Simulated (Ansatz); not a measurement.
Molecule: sum formula Si₂HCl₄ (charge 0, doublet). It need not be the lowest isomer of its formula. 
Structure (B3LYP-D3(BJ)/def2-TZVP (Ansatz, a quantum-chemistry and plane-wave program) minimum search):
SMILES: Cl[SiH](Cl)[Si](Cl)Cl
```xyz
7

Cl     1.5695    -1.9544     0.8819
Si     1.1456    -0.1876    -0.0754
Cl     2.1120     1.3746     0.8431
Si    -1.1756     0.1931     0.1293
Cl    -1.6053     1.9594    -0.8610
Cl    -2.1474    -1.3675    -0.8222
H      1.6316    -0.2830    -1.4650
```
Charge 0, spin multiplicity 2.

Parts of the frozen-core correlation energy in 6-31G (Ansatz, hartree). Frozen orbitals: 30; correlated occupied orbitals by spin: 19 and 18; virtual: 31 and 32. UHF or UKS for open shells. Spin-orbit coupling is left out. No relativistic terms.

```json
[
 {"term": "reference (HF)", "value": "-2416.30688"},
 {"term": "MP2 opposite-spin", "value": "-0.18805"},
 {"term": "MP2 same-spin", "value": "(withheld)"},
 {"term": "CCSD correlation", "value": "(withheld)"},
 {"term": "(T)", "value": "(withheld)"},
 {"term": "T1 diagnostic", "value": "0.013"},
 {"term": "largest doubles amplitude", "value": "0.020"},
 {"term": "<S^2> of the reference", "value": "0.754"}
]
```

Task: Fill in the missing entries.

Result: 
- MP2 same-spin, value: -0.05868
- CCSD correlation, value: -0.28367
- (T), value: -0.00714
